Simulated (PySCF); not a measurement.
Species: C2H8N2O2Si2.
SMILES with atom numbers: `[CH3:1][O:2][C:3](=[O:4])[SiH:5]1[NH:6][SiH2:7][NH:8]1` (hydrogens: H9, H10, H11 on C1; H12 on Si5; H13 on N6; H14, H15 on Si7; H16 on N8)

Torsions of this conformer, `[CH3:1][O:2][C:3](=[O:4])[SiH:5]1[NH:6][SiH2:7][NH:8]1`: C1–O2–C3–O4 0°, O2–C3–Si5–N6 -56°.

The closed-shell ground state was solved at several levels (PySCF, density fitting, gas phase, non-relativistic). Isolated species at its PBE0-D3(BJ)/def2-SVP geometry (one conformer only).

```csv
level,basis functions,total energy (Eh),HOMO (eV),LUMO (eV),gap (eV),dipole (D)
PBE0/pcSseg-1,190,-919.3752,-7.15,-0.96,6.19,2.05
KT2/pcSseg-1,190,-930.3719,-5.84,-1.96,3.88,1.98
```

**Question.** What might CAM-B3LYP/def2-SVPD (238 basis functions) give for the same quantities?

**Answer.** Total energy -919.5171 Eh, HOMO -8.62 eV, LUMO -0.02 eV, gap 8.60 eV, dipole 2.09 D.

**Question.** Over all these levels, which gives the widest orbital gap and which the narrowest?

**Answer.** CAM-B3LYP/def2-SVPD (range-separated hybrid) has the widest, 8.60 eV, and KT2/pcSseg-1 (GGA) the narrowest, 3.88 eV. Functional and basis both differ between the two, so the spread mixes both effects.

**Question.** How far do the dipole and the HOMO energy spread over the levels?

**Answer.** The dipole runs from 1.98 to 2.09 D (mean 2.04 D) and the HOMO from -8.62 to -5.84 eV.
